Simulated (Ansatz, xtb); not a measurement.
**BGe2H4: which of two structures lies lower**

Structure a is a doublet given by its coordinates and structure b is a doublet given by its coordinates. Both are isolated molecules in the gas phase, relaxed with PBE0-D3(BJ)/def2-SVP.

a (Å):

| atom | x (Å) | y (Å) | z (Å) |
| --- | --- | --- | --- |
| B | -2.1123 | -1.6281 | 0.4271 |
| Ge | -0.3710 | -2.9462 | 0.4799 |
| Ge | -0.2776 | -0.4710 | 0.1685 |
| H | -2.6508 | -1.4728 | 1.5004 |
| H | -2.7820 | -1.7292 | -0.5767 |
| H | 0.3467 | -1.8691 | -0.7508 |
| H | 0.4770 | -1.6142 | 1.3145 |

Close contacts (Å): B1–Ge2 2.18, B1–Ge3 2.18, Ge2–Ge3 2.50, B1–H4 1.21, B1–H5 1.21, Ge2–H6 1.79, Ge2–H7 1.79, Ge3–H6 1.79, Ge3–H7 1.79.

b (Å):

```xyz
7

B     1.1398   -1.3082   -0.5046
Ge   -0.3398   -0.1553    0.2521
Ge   -2.2413    0.6775    1.3237
H     0.5127   -2.0861   -1.2137
H    -1.6910   -0.9835    1.2441
H     1.8608   -0.5176   -1.0906
H     1.6107   -1.8131    0.5073
```

Close contacts (Å): B1–Ge2 2.02, Ge2–Ge3 2.34, B1–H4 1.23, B1–H6 1.22, B1–H7 1.23, Ge2–H5 1.87, Ge3–H5 1.75.

Task: Estimate which is lower in electronic energy at CCSD(T)/def2-SVP + ΔMP2/def2-TZVPP, and by roughly how much.

Result: The CCSD(T)/def2-SVP + ΔMP2/def2-TZVPP calculation puts structure a lower, by 7.2 kcal/mol.

Level by level:

```tsv
level	geometry	E(b) − E(a) (kcal/mol)	departure from the last row (kcal/mol)	job, with rough time for the two
PBE0-D3(BJ)/def2-SVP	PBE0-D3(BJ)/def2-SVP	+5.9	−1.3	optimisation, 2.1 min
HF/def2-SVP	PBE0-D3(BJ)/def2-SVP	+3.5	−3.8	part of the CCSD(T) run
MP2/def2-SVP	PBE0-D3(BJ)/def2-SVP	+4.6	−2.7	part of the CCSD(T) run
CCSD(T)/def2-SVP	PBE0-D3(BJ)/def2-SVP	+5.0	−2.3	single point
CCSD(T)/def2-SVP + ΔMP2/def2-TZVPP	PBE0-D3(BJ)/def2-SVP	+7.2		single point, 83 s
```

None of the levels shown reverses the order. The largest departure from CCSD(T)/def2-SVP + ΔMP2/def2-TZVPP is that of HF/def2-SVP, 3.8 kcal/mol. Levels run at GFN2-xTB geometries aren't shown. The last row adds to CCSD(T) the change of the MP2 difference between the two basis sets, here +2.3 kcal/mol.

With harmonic frequencies from PBE0-D3(BJ)/def2-SVP (ideal gas, rigid rotor, one conformer each, 298.15 K, 1 atm): on the last row, ΔE + ΔZPE = +6.6 kcal/mol. A mode under 50 cm⁻¹ makes harmonic enthalpies and free energies unreliable, so none is given.

Open shells are spin-unrestricted. The correlated steps freeze 19 core orbitals; the filled d shell of Ge is correlated, in a basis made for valence electrons. Run with Ansatz 0.2.0; the last row on 2 threads of Arm Neoverse V2 on a shared host.
